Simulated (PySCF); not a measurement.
Cartesian coordinates in Å; atom numbers follow the order of the lines, from 1:
```xyz
12

F    -2.2249   -0.3174    1.1611
C    -1.5447    0.5693    0.3580
O    -0.8096   -0.1028   -0.5887
C     0.2858   -0.8481   -0.1055
C     1.4923    0.0064    0.3040
F     1.3198    0.5324    1.5496
Cl    1.7357    1.3498   -0.8394
H    -2.2925    1.1636   -0.1769
H    -0.9462    1.1936    1.0359
H     0.5802   -1.4928   -0.9356
H    -0.0059   -1.4649    0.7549
H     2.4110   -0.5898    0.3390
```

Geometry: GFN2-xTB; GIAO shifts from PySCF 2.14.0 with density-fitted response routines, gas phase, non-relativistic, averaged over equivalent atoms.

At OPBE/pcSseg-1 (151 basis functions, 21 s wall time on 1 thread of an Intel Xeon Platinum 8488C, shared host):
```json
{"atoms": "F6", "δ (ppm)": "-149.0"}
{"atoms": "F1", "δ (ppm)": "-199.3"}
{"atoms": "C5", "δ (ppm)": "114.3"}
{"atoms": "C2", "δ (ppm)": "104.8"}
{"atoms": "C4", "δ (ppm)": "69.7"}
{"atoms": "O3", "δ (ppm)": "94.1"}
{"atoms": "H12", "δ (ppm)": "6.70"}
{"atoms": "H9", "δ (ppm)": "6.10"}
{"atoms": "H8", "δ (ppm)": "5.80"}
{"atoms": "H11", "δ (ppm)": "4.79"}
{"atoms": "H10", "δ (ppm)": "3.71"}
```

δ = σ(ref) − σ, references computed at the same level: ¹⁹F (σ = 149.11 ppm) vs CFCl3; ¹³C (σ = 187.50 ppm) and ¹H (σ = 31.67 ppm) vs TMS; ¹⁷O (σ = 333.63 ppm) vs H2O.

**Question.** Estimate the result of repeating the calculation with PBE0/pcSseg-1.

**Answer.** 
```json
{"atoms": "F6", "δ at PBE0/pcSseg-1": "-141.6", "change": "+7.4"}
{"atoms": "F1", "δ at PBE0/pcSseg-1": "-189.6", "change": "+9.7"}
{"atoms": "C5", "δ at PBE0/pcSseg-1": "114.8", "change": "+0.5"}
{"atoms": "C2", "δ at PBE0/pcSseg-1": "106.2", "change": "+1.4"}
{"atoms": "C4", "δ at PBE0/pcSseg-1": "71.0", "change": "+1.3"}
{"atoms": "O3", "δ at PBE0/pcSseg-1": "85.5", "change": "-8.6"}
{"atoms": "H12", "δ at PBE0/pcSseg-1": "6.47", "change": "-0.23"}
{"atoms": "H9", "δ at PBE0/pcSseg-1": "5.90", "change": "-0.20"}
{"atoms": "H8", "δ at PBE0/pcSseg-1": "5.70", "change": "-0.10"}
{"atoms": "H11", "δ at PBE0/pcSseg-1": "4.71", "change": "-0.08"}
{"atoms": "H10", "δ at PBE0/pcSseg-1": "3.69", "change": "-0.02"}
```

Chemical shifts δ = σref − σ; ¹⁹F (170.95 ppm) against CFCl3; TMS for ¹³C (186.93 ppm), ¹H (31.72 ppm); H2O for ¹⁷O (336.08 ppm), all at this level.

The largest change is at F1 (fluorine on an sp3 carbon). Cost: 151 basis functions, 16 s wall time on 1 thread of an Intel Xeon Platinum 8488C, shared host. The order of the carbon signals is the same at both levels.

Carbons that carry Cl, above all several Cl atoms, come out too deshielded, partly because spin–orbit coupling is missing. Unscaled 19F shifts against computed CFCl3 carry errors that often reach 10 to 50 ppm. Experimental scales use liquid or dissolved standards, which lie at an offset from isolated H2O (liquid H2O: subtract about 36 ppm).
